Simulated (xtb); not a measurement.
CHF₃O₃S, charge -1, doublet, at the geometry of the source list (a state made from the parent by changing its charge; the spin is typed, not shown lowest). Base run: GFN2-xTB run with xtb 6.7.1.

Here is a job for xtb.
```
$ xtb mol.xyz --gfn 2 --chrg -1 --uhf 1 --json

# file mol.xyz
9

O      1.28650000    -0.33030000    -0.98130000
S      0.68400000     0.44560000     0.25820000
O      1.16040000    -0.15310000     1.45510000
O      0.77870000     1.83740000     0.04040000
C     -1.09730000    -0.06040000     0.03250000
F     -1.85290000     0.41370000     1.00630000
F     -1.55100000     0.37380000    -1.12970000
F     -1.14950000    -1.38820000     0.04620000
H      1.74110000    -1.13850000    -0.72760000
```

Each row names what was changed in the base input (with any setting that the change needs).

```csv
change,ΔE vs base (mEh),G_solv (kcal/mol),SCF cycles
base,0.000,-,11
acc = 1000,0.014,-,6
gbsa = methanol,-88.464,-56.72,11
gbsa = toluene,-76.749,-48.44,11
acc = 0.1,0.000,-,14
etemp = 5000,-6.025,-,11
file = coord,0.000,-,11
etemp = 3000,-1.146,-,11
```

ALPB and GBSA are two models with their own fitted parameters for each solvent, which aren't always the measured dielectric constant.
